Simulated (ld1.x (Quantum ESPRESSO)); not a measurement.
Transferability test, ultrasoft potential for carbon

```json
{
  "Element": "carbon",
  "Generator": "ld1.x (Quantum ESPRESSO) 7.5",
  "Type": "ultrasoft",
  "Functional": "PW91",
  "Relativity": "scalar-relativistic",
  "Frozen core": "[He]",
  "Valence charge": "4",
  "Reference configuration": "2s1.75 2p2.25",
  "Partial waves": "2s (bound): rcut 1.00, rcutus 1.15 bohr; 2s channel at 2.05 Ry: rcut 1.00, rcutus 1.15 bohr; 2p (bound): rcut 1.75, rcutus 1.90 bohr; 2p channel at 0.2 Ry: rcut 1.75, rcutus 1.90 bohr",
  "Local potential": "all-electron potential smoothed inside 1.45 bohr (lloc = -1)",
  "Core correction": "Bessel-smoothed model core, default radius (core density twice the valence density)",
  "Augmentation charge": "PSQ, radius 1.05 bohr"
}
```

Energies are relative to the spin-unpolarised reference configuration 2s1.75 2p2.25; without spin polarisation the order of configurations can differ from experiment.

```tsv
valence configuration	charge	ΔE all-electron (eV)	error AE − PS (meV)
2s2 2p2	0	-2.114	+0.2
2s2 2p1	+1	8.814	-0.6
2s2 2p0	+2	33.046	-6.7
2s1 2p0	+3	81.303	+4.4
2s2 2p2.3	-0.3	-3.289	+0.2
2s1 2p2	+1	17.552	+1.6
2s2 2p1.5	+0.5	1.880	+0.1
```
